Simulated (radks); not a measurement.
Values are calculated unless marked as measured or tabulated.
Species: neutral nitrogen. Configuration: [He] 2s2 2p2 7f1 (not the ground configuration).

Level of theory: non-relativistic Kohn-Sham, BLYP, spin-unpolarised, spherical densities, point nucleus (a radial shooting solver on a logarithmic mesh with Libxc functionals).

Energy parts (eV):
total: -1469.457
kinetic: 1465.614
electron-nucleus: -3373.721
Hartree: 609.070
exchange-correlation: -170.421

Orbitals (lengths in bohr, moments of r in powers of bohr; <r^-3> diverges for s and p1/2; r(max) is where P^2 peaks):
orbital  occ.  eigenvalue (eV)      <r^-3>    <1/r>  r(max)      <r^4>
1s          2        -401.6105           -    6.635  0.1484    0.01343
2s          2         -31.7950           -    1.165  0.9855      6.539
2p          2         -20.1839       3.912    1.047  0.9092      9.696
7f          1          -0.2646  0.00004243  0.01860   69.80  2.216e+07

The highest occupied level is 7f at -0.265 eV. The density falls to 0.001 e/bohr^3 at r = 3.03 bohr. The electron density at the nucleus is 208.9 e/bohr^3. Virial ratio -V/T = 2.00262.
